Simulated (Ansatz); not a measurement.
Li₂Cl₂⁺, that is (LiCl)2 ring with one electron fewer. Total charge 1; doublet. Geometry PBE0-D4/def2-TZVP, that of the neutral singlet; atoms count from 1.

```xyz
4

Li    1.128    0.327    0.505
Cl   -0.824    0.593    1.456
Li   -1.128   -0.327   -0.505
Cl    0.824   -0.593   -1.456
```

**Question.** Estimate the Mulliken populations from the PBE0/def2-TZVP orbitals of Ansatz.

**Answer.** 
```
atom  charge (e)  spin (α − β)
 Li1        0.80         -0.02
 Cl2       -0.30          0.52
 Li3        0.80         -0.02
 Cl4       -0.30          0.52
```
Mulliken values and Mayer orders depend strongly on the basis.

**Question.** Where does the spin sit?

**Answer.** Summed by element: Li -0.04, Cl 1.04, of 1 unpaired in all. Largest on single atoms: Cl4 0.52, Cl2 0.52, Li1 -0.02.
